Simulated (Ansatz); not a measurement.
Two isomers of C3H5ClSi: A = `CC#C[SiH2]Cl`, B = `C#C[SiH2]CCl`.

Gas-phase electronic energies from Ansatz, PBE0-D4/def2-TZVP geometries. CBS: MP2 limit from def2 TZ/QZ plus the TZ coupled-cluster correction, frozen cores. Functionals use def2-TZVPP. B3LYP here is the variant with VWN-RPA as its local correlation; programs differ in this. One conformer a species, not always the lowest.

(1) Which is lower in electronic energy at CCSD(T)/CBS, and by how much? (An estimate is asked.)

(2) Give E(B) − E(A) in kJ/mol with PBE0-D4, B2PLYP, CCSD/def2-TZVPP, r2SCAN-D4, CCSD(T)/def2-TZVPP, B3LYP-D4, MP2/def2-TZVPP. (Best estimate.)

Largest T1 diagnostic: 0.011.

Results:

(1) The calculation gave: A, by 155.6 kJ/mol.

(2) Ansatz gave: PBE0-D4 163.5, B2PLYP 162.4, CCSD/def2-TZVPP 157.3, r2SCAN-D4 165.9, CCSD(T)/def2-TZVPP 155.2, B3LYP-D4 159.7, MP2/def2-TZVPP 162.5. None reverses the order clearly.

The D4 term adds −4.1 kJ/mol with B3LYP and −2.2 kJ/mol with PBE0; it sums over pairs of atoms, weighted by their polarisabilities, and B3LYP, whose exchange is more repulsive, gets the larger term. In def2-TZVPP, CCSD(T) changes the Hartree–Fock value by −15.1 kJ/mol (the triples alone add −2.1 kJ/mol) and MP2 by −7.8 kJ/mol.
